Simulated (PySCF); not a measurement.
Compound: CH₄B₂F₂O₂.
Z-matrix (Å and degrees, GFN2-xTB geometry), rows numbered from 1:
```
O 
B   1  1.3499
O   2  1.3499  1  124.40
C   2  1.6076  1  117.81  3  -179.75
B   4  1.5643  2  109.77  1    89.64
F   5  1.3214  4  123.49  2    88.70
F   5  1.3211  4  123.47  2   -88.94
H   1  0.9583  2  118.30  3     0.62
H   3  0.9583  2  118.27  1    -0.59
H   4  1.0870  2  108.34  1  -149.75
H   4  1.0869  2  108.34  1   -30.95
```

PySCF, density fitting, gas phase, GFN2-xTB geometry. The standard run uses grid level 2 after a coarse-grid start, the def2-universal JK fitting basis (with tight functions added where the orbital basis needs them), an energy threshold of 1e-9 Eh and DIIS. The changed runs have no coarse-grid stage.

Q: Standard PBE0/pcSseg-1: E = -440.101036 Eh, HOMO -9.576 eV, LUMO 0.315 eV, dipole 3.983 D, 12 cycles (coarse-grid cycles included). What changes at PBE0/pcSseg-1 with: grid level 1, level shift 0.2 Eh?

A: E = -440.101108 Eh (-0.072 mEh), HOMO -9.576 eV (0.000), LUMO 0.315 eV (0.000), dipole 3.983 D (0.000), 11 SCF cycles. Of the changed settings only the grid enters the energy expression; the total energy moves by 0.05 kcal/mol.

The cycles:
```
cycle   1  E = -439.8965663665  dE =  9.462e-01  |g| = 1.050e+00  |ddm| = 2.764e+00
cycle   2  E = -439.9404318204  dE = -4.387e-02  |g| = 1.049e+00  |ddm| = 1.103e+00
cycle   3  E = -440.0964205497  dE = -1.560e-01  |g| = 1.558e-01  |ddm| = 3.788e-01
cycle   4  E = -440.1009405441  dE = -4.520e-03  |g| = 2.780e-02  |ddm| = 1.092e-01
cycle   5  E = -440.1010895427  dE = -1.490e-04  |g| = 1.062e-02  |ddm| = 2.653e-02
cycle   6  E = -440.1011049916  dE = -1.545e-05  |g| = 3.889e-03  |ddm| = 6.921e-03
cycle   7  E = -440.1011079403  dE = -2.949e-06  |g| = 9.521e-04  |ddm| = 2.606e-03
cycle   8  E = -440.1011081422  dE = -2.019e-07  |g| = 1.678e-04  |ddm| = 9.249e-04
cycle   9  E = -440.1011081562  dE = -1.398e-08  |g| = 5.000e-05  |ddm| = 2.956e-04
cycle  10  E = -440.1011081578  dE = -1.665e-09  |g| = 1.449e-05  |ddm| = 1.017e-04
cycle  11  E = -440.1011081581  dE = -2.211e-10  |g| = 5.287e-06  |ddm| = 3.806e-05
```
